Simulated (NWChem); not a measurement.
System meant: ZrO₂; SMILES [O]=[Zr]=[O]

Input file for NWChem:

```
start job
memory heap 200 mb stack 900 mb global 1100 mb
geometry units angstroms noautoz
  Zr     0.000000     0.000000     0.283689
  O      1.425531     0.000000    -0.750882
  O     -1.425531     0.000000    -0.750882
end
basis spherical
  Zr library def2-svp
  O library def2-svp
end
dft
  xc pbe0
  iterations 150
  mulliken
end
task dft energy
```

End of the output:

```
             Northwest Computational Chemistry Package (NWChem) 7.3.0
             --------------------------------------------------------

 C2V symmetry detected

                             Geometry "geometry" -> ""
                             -------------------------

 Output coordinates in angstroms (scale by  1.889725989 to convert to a.u.)

  No.       Tag          Charge          X              Y              Z
 ---- ---------------- ---------- -------------- -------------- --------------
    1 Zr                  40.0000     0.00000000     0.00000000     0.29559171
    2 O                    8.0000     1.42553100     0.00000000    -0.73897929
    3 O                    8.0000    -1.42553100     0.00000000    -0.73897929

 Effective nuclear repulsion energy (a.u.)     204.1556752489

      Symmetry information
      --------------------

 Group name             C2v
 Group number             16
 Group order               4
 No. of unique centers     2

                                 NWChem DFT Module
                                 -----------------

 Summary of "ao basis" -> "ao basis" (spherical)
 ------------------------------------------------------------------------------
       Tag                 Description            Shells   Functions and Types
 ---------------- ------------------------------  ------  ---------------------
 Zr                         def2-svp                11       31   5s3p2d1f
 O                          def2-svp                 6       14   3s2p1d

      Symmetry analysis of basis
      --------------------------

        a1         24
        a2          7
        b1         17
        b2         11

            General Information
            -------------------
          SCF calculation type: DFT
          Wavefunction type:  closed shell.
          No. of atoms     :     3
          No. of electrons :    56
           Alpha electrons :    28
            Beta electrons :    28
          Charge           :     0
          Spin multiplicity:     1
          Use of symmetry is: on ; symmetry adaption is: on
          Maximum number of iterations: 150
          AO basis - number of functions:    59
                     number of shells:    23
          Convergence on energy requested:  1.00D-06
          Convergence on density requested:  1.00D-05
          Convergence on gradient requested:  5.00D-04

              XC Information
              --------------
                         PBE0 Method XC Functional
                     Hartree-Fock (Exact) Exchange  0.250
          PerdewBurkeErnzerhof Exchange Functional  0.750
            Perdew 1991 LDA Correlation Functional  1.000 local
           PerdewBurkeErnz. Correlation Functional  1.000 non-local

             Grid Information
             ----------------
          Grid used for XC integration:  medium
          Radial quadrature: Mura-Knowles
          Angular quadrature: Lebedev.
          Tag              B.-S. Rad. Rad. Pts. Rad. Cut. Ang. Pts.
          ---              ---------- --------- --------- ---------
          Zr                  1.55      123          10.0       590
          O                   0.60       49           7.0       434
          Grid pruning is: on
          Number of quadrature shells:   172
          Spatial weights used:  Erf1

      Superposition of Atomic Density Guess
      -------------------------------------

 Sum of atomic energies:        -816.08206703

      Non-variational initial energy
      ------------------------------

 Total energy =    -818.998234
 1-e energy   =   -1512.525142
 2-e energy   =     489.371233
 HOMO         =      -1.769182
 LUMO         =      -1.761238

      Symmetry analysis of molecular orbitals - initial
      -------------------------------------------------

  Numbering of irreducible representations:

     1 a1          2 a2          3 b1          4 b2

  Orbital symmetries:

     1 a1          2 a1          3 b1          4 a1          5 b1
     6 a1          7 b2          8 b1          9 a1         10 a1
    11 a2         12 b2         13 a1         14 b1         15 a1
    16 b1         17 a2         18 b2         19 a1         20 b1
    21 a1         22 b2         23 b2         24 a1         25 b1
    26 a1         27 a2         28 b2         29 b1         30 b1
    31 a1         32 a1         33 a1         34 b2         35 b1
    36 a2         37 a1         38 b2

     ---------------------------------------------
      Total Density - Mulliken Population Analysis
     ---------------------------------------------

    Atom       Charge   Shell Charges
 -----------   ------   -------------------------------------------------------
    1 Zr  40    42.73   2.01  2.07  2.20 -0.42  0.09  6.05  6.31 -0.29 10.79 -0.40 14.31
    2 O    8     6.63   1.99  0.78  1.01  2.29  0.57 -0.01
    3 O    8     6.63   1.99  0.78  1.01  2.29  0.57 -0.01

   convergence    iter        energy       DeltaE   RMS-Dens  Diis-err
 ---------------- ----- ----------------- --------- --------- ---------
 d= 0,ls=0.0,diis     1   -844.9895722361 -1.05D+03  2.72D-01  1.49D+01
 d= 0,ls=0.0,diis     2   -842.8684079709  2.12D+00  1.20D-01  3.34D+01
 d= 0,ls=0.0,diis     3   -847.1869177901 -4.32D+00  1.57D-02  1.04D+00
 d= 0,ls=0.0,diis     4   -847.2681060132 -8.12D-02  8.76D-03  7.06D-02
 d= 0,ls=0.0,diis     5   -847.2756615400 -7.56D-03  2.16D-03  4.14D-04
  Resetting Diis
 d= 0,ls=0.0,diis     6   -847.2757646486 -1.03D-04  5.34D-04  4.64D-05
 d= 0,ls=0.0,diis     7   -847.2757749551 -1.03D-05  2.24D-04  4.72D-06
 d= 0,ls=0.0,diis     8   -847.2757753947 -4.40D-07  1.25D-04  7.56D-06
 d= 0,ls=0.0,diis     9   -847.2757761953 -8.01D-07  3.90D-05  7.17D-07
 d= 0,ls=0.0,diis    10   -847.2757763040 -1.09D-07  2.66D-05  2.70D-08
 d= 0,ls=0.0,diis    11   -847.2757763132 -9.19D-09  1.54D-07  6.56D-12

         Total DFT energy =     -847.275776313224
      One electron energy =    -1656.583171677927
           Coulomb energy =      646.887640284479
    Exchange-Corr. energy =      -41.735920168640
 Nuclear repulsion energy =      204.155675248864

 Numeric. integr. density =       56.000004462585

                  Occupations of the irreducible representations
                  ----------------------------------------------

                     irrep           alpha         beta
                     --------     --------     --------
                     a1               12.0         12.0
                     a2                3.0          3.0
                     b1                7.0          7.0
                     b2                6.0          6.0

                       DFT Final Molecular Orbital Analysis
                       ------------------------------------

[...]
```

Problem. What is wrong, and how is it mended?

Solution. The run ends normally but its numbers are meaningless: the def2 basis of a heavy element holds valence functions alone and wants its effective core potential (without it all electrons must fit into that basis). This input runs:
```
start job
memory heap 200 mb stack 900 mb global 1100 mb
geometry units angstroms noautoz
  Zr     0.000000     0.000000     0.283689
  O      1.425531     0.000000    -0.750882
  O     -1.425531     0.000000    -0.750882
end
basis spherical
  * library def2-svp
end
ecp
  Zr library def2-ecp
end
dft
  xc pbe0
  iterations 150
  mulliken
end
task dft energy
```
It converges to -197.24414 Ha (PBE0/def2-SVP with def2 effective core potentials on Zr). The faulty run gave -847.276 Ha, with all electrons squeezed into the valence basis.
